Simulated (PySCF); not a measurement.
Harmonic spectrum computed at PBE0 in the def2-TZVP basis family (core potentials from Rb on, PySCF, no spin–orbit coupling):

```
ω (cm⁻¹)  IR (km/mol)
     435          128
    1198          633
    1215          913
```

Task: Which molecule gave it? In each, all ligands are bound to the one heavy central atom.
A. NiH₂ (triplet)
B. CeH₂ (triplet)
C. NdH₂ (quintet)
D. AuH₂ (doublet)

Result: C. It has C2v symmetry with Nd–H 2.133 Å (×2).
